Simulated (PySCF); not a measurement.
An unknown gives this computed stick spectrum. Level of theory: TDDFT CAM-B3LYP/def2-SVPD, vertical, gas phase, core orbitals frozen in the response (PySCF). Geometries: GFN2-xTB, one conformer each.

| state | λ (nm) | f |
| --- | --- | --- |
| S1 | 250.2 | 0.740 |
| S2 | 238.2 | 0.0001 |
| S3 | 181.6 | 0.0001 |
| S4 | 178.1 | 0.010 |
| S5 | 176.4 | 0.0091 |
| S6 | 168.2 | 0.0073 |
| S7 | 167.9 | 0.045 |
| S8 | 165.0 | 0.0070 |

Problem. Which candidate is it? All have the formula C6H7FO.
A. `C=C/C=C(\C)C(=O)F`
B. `C=C[C@@H]1CC(F)=CO1`
C. `C1=CCC=C(O1)CF`

Solution. A. Its S1, at 4.96 eV, is the lowest among the candidates; the nearest of the others has S1 at 5.32 eV. S1 is HOMO→LUMO (98%). Löwdin shares by element: HOMO carbon 76% or more (atoms not listed hold the other 24%); LUMO carbon 64% or more (atoms not listed hold the other 36%). At the same level the other candidates give, for their lowest levels:
- `FCC1=CCC=CO1`: 233 nm (f 0.010); 207 nm (f 0.008); 184 nm (f 0.000); 180 nm (f 0.004); 175 nm (f 0.030); T1 3.91 eV; HOMO -7.60, LUMO 1.14 eV
- `C=C[C@@H]1CC(F)=CO1`: 218 nm (f 0.021); 205 nm (f 0.024); 195 nm (f 0.091); 190 nm (f 0.002); 178 nm (f 0.015); T1 3.98 eV; HOMO -7.61, LUMO 0.98 eV

The values belong to the conformer `[CH2:1]=[CH:2]/[CH:3]=[C:4](\[CH3:5])[C:6](=[O:7])[F:8]`: C1–C2–C3–C4 180°, C3–C4–C6–O7 -179°.
Triplets come from the Tamm–Dancoff approximation.
